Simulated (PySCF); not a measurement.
Job file and geometry (Å, from GFN2-xTB) of a spin–spin coupling run on SMILES OC(=O)CCBr, C₃H₅BrO₂, PySCF, B3LYP/pcJ-1 Br:pcSseg-1 indirect spin-spin coupling, non-relativistic, gas phase; density fitting, a coarse starting grid and PySCF grid level 2 are the driver's defaults:

```
{"job": {"kind": "j", "xc": "B3LYP", "basis": "pcJ-1"}, "charge": 0, "multiplicity": 1}
O      1.297521     0.010400     1.368061
C      1.146172    -0.020954     0.177823
O      2.161214    -0.070615    -0.687762
C     -0.187780    -0.010588    -0.533064
C     -1.323324     0.044856     0.470901
Br    -3.043083     0.056618    -0.440915
H      3.011911    -0.076582    -0.220467
H     -0.211320     0.851124    -1.205131
H     -0.252534    -0.907603    -1.154272
H     -1.316775    -0.824976     1.125968
H     -1.276579     0.950989     1.072894
```

**Question.** Write the output of this run.

**Answer.** 
```
coarse grid: 45592 points
cycle   1  E = -2841.5475513429  dE = -3.527e-01  |g| = 1.208e+00  |ddm| = 2.855e+00
cycle   2  E = -2841.1282208478  dE =  4.193e-01  |g| = 1.844e+00  |ddm| = 1.913e+00
cycle   3  E = -2841.6872717813  dE = -5.591e-01  |g| = 4.757e-01  |ddm| = 1.551e+00
cycle   4  E = -2841.7212779890  dE = -3.401e-02  |g| = 1.870e-01  |ddm| = 3.646e-01
cycle   5  E = -2841.7266944370  dE = -5.416e-03  |g| = 3.789e-02  |ddm| = 1.079e-01
cycle   6  E = -2841.7268960866  dE = -2.016e-04  |g| = 1.012e-02  |ddm| = 2.637e-02
cycle   7  E = -2841.7269173426  dE = -2.126e-05  |g| = 2.396e-03  |ddm| = 1.079e-02
cycle   8  E = -2841.7269186181  dE = -1.275e-06  |g| = 1.022e-03  |ddm| = 3.040e-03
final grid: 95976 points
cycle   9  E = -2841.7269043700  dE =  3.435e-07  |g| = 1.619e-03  |ddm| = 2.407e-03
cycle  10  E = -2841.7269032777  dE =  1.092e-06  |g| = 2.699e-03  |ddm| = 3.302e-03
cycle  11  E = -2841.7269049938  dE = -1.716e-06  |g| = 3.096e-04  |ddm| = 2.118e-03
cycle  12  E = -2841.7269050105  dE = -1.665e-08  |g| = 4.319e-05  |ddm| = 2.082e-04
cycle  13  E = -2841.7269050109  dE = -3.683e-10  |g| = 3.795e-06  |ddm| = 3.658e-05
converged SCF energy = -2841.7269050109

Indirect spin-spin couplings (Hz)
  i      j    bonds     total        FC       PSO       DSO        SD
  0 O    1 C    1     29.957    16.026    14.042    -0.112         -
  0 O    3 C    2     -1.023    -2.235     1.186     0.026         -
  0 O    4 C    3     -1.751    -1.808     0.092    -0.035         -
  0 O    6 H    3      1.473    -0.941     2.370     0.043         -
  0 O    7 H    3     -1.291    -1.431    -0.098     0.237         -
  0 O    8 H    3     -1.293    -1.434    -0.097     0.237         -
  1 C    2 O    1     33.356    26.617     6.887    -0.149         -
  1 C    3 C    1     55.995    57.410    -1.766     0.351         -
  1 C    4 C    2      1.647     1.614    -0.082     0.115         -
  1 C    6 H    2     -5.436    -3.947    -0.968    -0.521         -
  1 C    7 H    2     -7.214    -7.308    -0.162     0.256         -
  1 C    8 H    2     -7.200    -7.294    -0.162     0.256         -
  1 C    9 H    3      1.357     1.429    -0.322     0.249         -
  1 C   10 H    3      1.344     1.417    -0.322     0.249         -
  2 O    3 C    2    -19.837   -20.228     0.404    -0.013         -
  2 O    4 C    3     -3.407    -3.401    -0.033     0.026         -
  2 O    6 H    1    -78.915   -68.441   -10.111    -0.362         -
  2 O    7 H    3      0.440     0.381     0.115    -0.055         -
  2 O    8 H    3      0.435     0.376     0.115    -0.055         -
  2 O    9 H    4      0.260     0.253    -0.125     0.131         -
  2 O   10 H    4      0.259     0.252    -0.125     0.132         -
  3 C    4 C    1     40.671    41.135    -0.775     0.311         -
  3 C    6 H    3      7.748     7.826     0.628    -0.706         -
  3 C    7 H    1    139.576   137.766     0.678     1.132         -
  3 C    8 H    1    139.603   137.793     0.677     1.132         -
  3 C    9 H    2     -2.903    -3.067     0.078     0.085         -
  3 C   10 H    2     -2.914    -3.078     0.078     0.086         -
  4 C    6 H    4      2.745     2.694     0.406    -0.354         -
  4 C    7 H    2     -5.369    -5.489    -0.022     0.142         -
  4 C    8 H    2     -5.380    -5.500    -0.022     0.142         -
  4 C    9 H    1    162.668   161.472    -0.092     1.288         -
  4 C   10 H    1    162.621   161.425    -0.092     1.288         -
  6 H    7 H    4     -0.467    -0.428     2.346    -2.385         -
  6 H    8 H    4     -0.463    -0.424     2.347    -2.385         -
  7 H    8 H    2    -19.053   -19.742     2.016    -1.328         -
  7 H    9 H    3     15.015    14.780     2.586    -2.350         -
  7 H   10 H    3      5.501     5.049     0.170     0.282         -
  8 H    9 H    3      5.474     5.021     0.174     0.278         -
  8 H   10 H    3     15.000    14.764     2.586    -2.350         -
  9 H   10 H    2    -10.949   -12.024     2.286    -1.210         -
```

Size and cost of the density-fitted run: 226 basis functions, 57 s wall time on 1 thread of an x86-64 server CPU, shared host.
